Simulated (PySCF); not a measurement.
Excitations are Tamm–Dancoff values on a coarser integration grid. The basis has no diffuse functions, so Rydberg states are missing or too high.

# C₃HN, SMILES `C#CC#N` (charge 0, multiplicity 1)

All values below come from PBE-D3(BJ)/def2-TZVP (PySCF 2.14.0).

HOMO: -7.79 eV
dipole moment: 0.789 e·Å
LUMO: -2.71 eV
HOMO–LUMO gap: 5.08 eV
S1 excitation (TDA): 5.08 eV
S1 oscillator strength: 0.000
T1 excitation (TDA): 4.06 eV
S1–T1 gap (TDA): 1.02 eV
total energy: -169.4348 Ha
cost: roughly 16 core-seconds

```xyz
5

C     -1.2854    -0.0173    -0.2672
C     -0.0799    -0.0011    -0.1201
C      1.2765     0.0171     0.0455
N      2.4379     0.0327     0.1871
H     -2.3491    -0.0315    -0.3970
```
Charge 0, spin multiplicity 1.
